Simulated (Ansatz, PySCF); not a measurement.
Torsion H3–B1–P2–H5 in BH4P (SMILES BP); at each angle all else is relaxed with GFN2-xTB, and the levels are single points there.
Geometry at 150° (charge 0, multiplicity 1):
```
atom    x (Å)    y (Å)    z (Å)
----  -------  -------  -------
B     -0.8816   0.0194  -0.0171
P      0.8974   0.0290  -0.4850
H     -1.5663   0.9052  -0.3536
H     -1.3541  -0.9492   0.4354
H      1.5176  -0.6489   0.5425
H      1.3281   1.2922  -0.1437
```

On the grid 0° to 330°, 240° is the highest and 150° the lowest point at MP2/CBS(cc-pV(T+d)Z, cc-pV(Q+d)Z) + ΔCCSD(T)/cc-pV(T+d)Z.

Rows in 3-21G carry no dispersion term and start afresh at each structure.

Run with Ansatz (a program for electronic structure); PySCF for 3-21G rows. 

**Question.** One of these levels gives 11.07 kcal/mol for the energy at 240° less that at 150°. Name it.
A. HF/cc-pV(Q+d)Z
B. HF/3-21G
C. PBE/def2-TZVPP

**Answer.** C, PBE/def2-TZVPP. The others give 9.87 (HF/3-21G), 8.32 (HF/cc-pV(Q+d)Z)
